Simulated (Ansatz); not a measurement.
Ansatz results at the PBE0-D4/def2-TZVP geometry: ideal-gas entropy at 298 K and 1 bar (rigid rotor, harmonic PBE0-D4/def2-TZVP) 327 J/(mol·K); zero-point energy (PBE0-D4/def2-TZVP) 76.1 kJ/mol; size of the dipole moment (B3LYP/def2-TZVPP) 2.47 D.

Q: Which molecule gave them?
A. `CS[Si](F)(F)Cl`
B. `C#C[Si](F)(F)F`
C. `C=C[SiH](C)O`
D. `C[SiH](F)S`

A: B. The others give `C[SiH](F)S`: 330, 153.0, 2.00; `CS[Si](F)(F)Cl`: 382, 125.5, 2.06; `C=C[SiH](C)O`: 353, 268.3, 1.82.

B3LYP here is the variant with VWN-RPA as its local correlation; programs differ in this.
